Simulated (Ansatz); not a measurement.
```yaml
crystal:
  periodic: [false, false, false]
  atoms:
    - {symbol: C, position_ang: [0.255545, -1.291435, 1.914078]}
    - {symbol: C, position_ang: [0.101240, -0.493038, 0.724450]}
    - {symbol: N, position_ang: [-0.021722, 0.139467, -0.219363]}
    - {symbol: In, position_ang: [-0.260737, 1.397288, -2.085631]}
    - {symbol: F, position_ang: [1.614716, 1.754370, -2.436458]}
    - {symbol: F, position_ang: [-1.330790, 2.831810, -1.333941]}
    - {symbol: F, position_ang: [-1.158904, 0.090421, -3.205076]}
    - {symbol: H, position_ang: [-0.470438, -2.105986, 1.902853]}
    - {symbol: H, position_ang: [1.264766, -1.705009, 1.947053]}
    - {symbol: H, position_ang: [0.089323, -0.669089, 2.794836]}
basis:
  gaussian: {orbitals: def2-TZVPP}
magnetization: {spin_polarized: true, initial_magnetization: 1}
hamiltonian: {xc: {name: HF}}
correlation: {method: rpa}
```

```sh
$ ansatz run in.yaml --threads 4 --pin off --events-out ev --progress --plain --max-ram 11315MiB
```

**Question.** How does Ansatz answer? (An estimate is asked.)

**Answer.** Computed: The input was rejected before any iteration.
```
Error: a molecule whose nuclei and cores have a total charge of 70 cannot have a net charge of 0 together with 1 unpaired electrons
```
